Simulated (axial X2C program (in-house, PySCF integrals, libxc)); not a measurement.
## Potential curves of CsBr⁺, 2c

All values were computed with an in-house all-electron X2C program for linear molecules (integrals from PySCF). Two-component (2c) means X2C with spin–orbit coupling and atomic mean-field two-electron Coulomb and Gaunt terms. Basis: Cs dyall-cv3z [15s15p9d4f1g], Br dyall-cv3z [8s9p6d4f1g] (cores contracted in-house); Gaussian nuclei, density fitting, unrestricted open shells. Masses: Cs 132.905 u, Br 78.918 u.

State: Ω = 3/2 (⟨Sz⟩ = 0.50, ⟨Lz⟩ = 1.00 at HF). Energies in kJ/mol from the fragments at the same level (Cs+ + Br). Fits are polynomials in 1 − R0/R over 0.85 to 1.23 times the lowest point R0.

```tsv
R (Å)	MP2
3.3121	-6.49
3.4644	-12.98
3.5786	-15.39
3.6928	-16.44
3.8070	-16.60
3.9402	-16.08
4.0735	-15.13
4.2448	-13.63
4.4542	-11.73
4.7588	-9.25
```

Correlated methods: 15 electrons correlated (number of frozen shells: Cs 4 s, 3 p, 2 d; Br 3 s, 2 p, 1 d), 311 virtual spin orbitals or spinors in MP2.

One determinant describes the state; a PBE0 search over occupations chose it and may have missed a lower one. Dissociation energies refer to the lowest single-determinant-based atoms at the same level and basis. PBE0 can misorder states that lie within some tenths of an eV, so this need not be the ground state of the molecule. The nearest other 2c determinant of the search, Ω = 1/2, lies 0.17 eV up at the distance of the search. The atomic limit has a lower orbital projection than the molecule and lies lower at mean-field level, so De may be about a tenth of an eV too small. MP2 and coupled cluster on one determinant become unreliable at the stretched end.

(1) What are Re, ωe and De at the MP2 level?

## Answers

(1) At MP2, 2c: Re = 3.774 Å, ωe ≈ 53 cm⁻¹, De = 0.17 eV to Cs+ + Br; Be follows as 0.0239 cm⁻¹.
